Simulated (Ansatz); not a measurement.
Molecule: diarsenic, As$_{2}$, charge 0, multiplicity 1. SMILES: [As]#[As]
Coordinates optimised at B3LYP-D3(BJ)/def2-TZVP (Ansatz, a quantum-chemistry and plane-wave program):
```xyz
2

As     0.0000     0.0000    -1.0521
As     0.0000     0.0000     1.0521
```

Wanted: vertical ionisation energy (to the doublet state of charge +1; each state is the SCF solution reached for its spin; the UHF <S^2> is 1.16 for the doublet (pure: 0.75); for the doublet T1 is 0.082; for the singlet the Hartree-Fock reference is unstable and T1 is 0.017), in eV. Valence correlation only, unless marked. UHF or UKS for open shells. Spin-orbit coupling is left out. The frozen core is the preceding noble-gas configuration, with the filled d and f shells of earlier blocks. Non-relativistic. Basis-set limits of correlation are two-point, X^-3; Hartree-Fock from the larger set.

| level | program | vertical ionisation energy (eV) |
|---|---|---|
| SVWN5/def2-TZVPD | Ansatz | … |
| PBE0/def2-TZVPD | Ansatz | 9.69 |
| CAM-B3LYP/def2-TZVPD | Ansatz | … |
| CCSD/aug-cc-pVDZ | Ansatz | … |
| CCSD/aug-cc-pVTZ | Ansatz | 9.72 |
| CCSD(T)/CBS(aug-cc-pVTZ,aug-cc-pVQZ) | Ansatz | 9.96 |

Complete the blanks.


- SVWN5/def2-TZVPD, vertical ionisation energy (eV): 10.01
- CAM-B3LYP/def2-TZVPD, vertical ionisation energy (eV): 9.64
- CCSD/aug-cc-pVDZ, vertical ionisation energy (eV): 9.61
